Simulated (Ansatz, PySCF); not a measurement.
Sn(SH)4 (H₄S₄Sn), SMILES [SH][Sn]([SH])([SH])[SH]. Atoms are numbered in the order given.

```xyz
9

S     -0.8482     1.9214    -1.1662
Sn    -0.1034    -0.0578     0.0542
S     -1.1968    -0.2701     2.2130
S     -0.6078    -1.9417    -1.4059
S      2.2709     0.0619     0.5781
H      0.1511     2.6736    -0.6468
H     -2.3532     0.2523     1.7386
H     -0.5114    -1.1619    -2.5097
H      2.5975    -0.6383    -0.5341
```

Geometry optimised at B3LYP-D3(BJ)/def2-SVP. The structure was generated by enumeration; whether it is a known compound was not checked. The def2 effective core potentials stand for the cores of Sn; spin–orbit coupling is left out. One conformer was computed; it need not be the lowest.

Two levels are set side by side: PBE-D3(BJ)/def2-SVP (Ansatz, a quantum-chemistry and plane-wave program) and B3LYP-D3(BJ)/def2-SVP (Ansatz). Each level has its own optimised geometry; the coordinates shown are those of the second. Frequencies come from the Hessian of PySCF at each geometry. Differences are taken from unrounded values.

| quantity | B3LYP-D3(BJ) |
|---|---|
| mean bond length (Å) | 1.895 |
| bond S1–Sn2 (Å) | 2.442 |
| bond Sn2–S3 (Å) | 2.429 |
| bond Sn2–S4 (Å) | 2.436 |
| bond Sn2–S5 (Å) | 2.434 |
| bond S1–H6 (Å) | 1.354 |
| bond S3–H7 (Å) | 1.355 |
| bond S4–H8 (Å) | 1.355 |
| bond S5–H9 (Å) | 1.354 |
| highest harmonic wavenumber (cm⁻¹) | 2669 |
| mean harmonic wavenumber (cm⁻¹) | 758 |
| zero-point energy (kcal/mol) | 22.74 |

**Question.** What does PBE-D3(BJ) give, and how far is it from B3LYP-D3(BJ)? (An estimate is asked for; the answer gives what the named calculation found.)

**Answer.** 
```csv
quantity,PBE-D3(BJ),PBE-D3(BJ) minus B3LYP-D3(BJ)
mean bond length (Å),1.903,0.008
bond S1–Sn2 (Å),2.448,0.007
bond Sn2–S3 (Å),2.434,0.005
bond Sn2–S4 (Å),2.442,0.006
bond Sn2–S5 (Å),2.439,0.005
bond S1–H6 (Å),1.364,0.010
bond S3–H7 (Å),1.364,0.010
bond S4–H8 (Å),1.365,0.010
bond S5–H9 (Å),1.364,0.010
highest harmonic wavenumber (cm⁻¹),2613,-56
mean harmonic wavenumber (cm⁻¹),739,-18
zero-point energy (kcal/mol),22.19,-0.55
```

Exact exchange shortens and stiffens bonds; PBE has none. Differences between two approximate levels are no errors against the true value.
